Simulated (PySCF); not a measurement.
# TlGa: from constants to spectrum

UHF-CCSD(T) constants of TlGa, ³Π (triplet), unpaired electrons σ ↑, π ↑ (Tl cc-pVDZ-PP with ECP60, Ga cc-pVDZ-PP with ECP10; scalar-relativistic core potentials (PySCF 2.14); masses 204.9744 and 68.9256 u):

- ωe: 124.7 cm⁻¹
- ωexe: 0.351 cm⁻¹
- Be: 0.037749 cm⁻¹
- αe: 0.000161 cm⁻¹
- D (centrifugal): 1.38e-08 cm⁻¹
- De to Tl + Ga: 1.08 eV

Q: Give the vibrational terms G(v) and spacings up to v = 3.

A: G(v) = ωe(v+½) − ωexe(v+½)².

```csv
v,G(v) (cm⁻¹),G(v) − G(v−1),Bv (cm⁻¹)
0,62,,0.03767
1,186,124,0.03751
2,310,123,0.03735
3,432,123,0.03719
```

Q: How well does the Morse estimate ωe²/(4ωexe) reproduce De, and what is D0?

A: It gives 1.37 eV, 127 % of the computed De. D0 = De − G(0) = 1.08 − 0.01 = 1.07 eV.

Correlated steps freeze 8 core orbitals. Correlated levels converge slowly with the basis: in double zeta they bind strong bonds too weakly, by up to about 1 eV, and carry superposition errors of some tenths. These are scalar-relativistic numbers at best; spin–orbit coupling would shift them, the dissociation energy most. The state is the lowest determinant that a PBE0 search found; another state may lie lower at other levels.
